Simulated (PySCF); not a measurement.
BH, neutral, multiplicity 1.

```xyz
2

B      0.0000     0.0000    -0.2069
H      0.0000     0.0000     1.0343
```
Charge 0, spin multiplicity 1.

Coordinates come from a PBE0-D3(BJ)/def2-TZVPD optimisation.

Method: HF/pcSseg-2 in PySCF. Non-relativistic, no solvent.

Task: Give the absolute GIAO shielding of each atom: isotropic value and principal components (ppm). (An estimate is asked for; the answer gives what the named calculation found.)

Result: 
| atom | σ(iso) | σ11 | σ22 | σ33 | span |
|---|---|---|---|---|---|
| B1 | -263.0 | -493.9 | -493.9 | 199.0 | 692.9 |
| H2 | 24.4 | 19.9 | 19.9 | 33.4 | 13.5 |
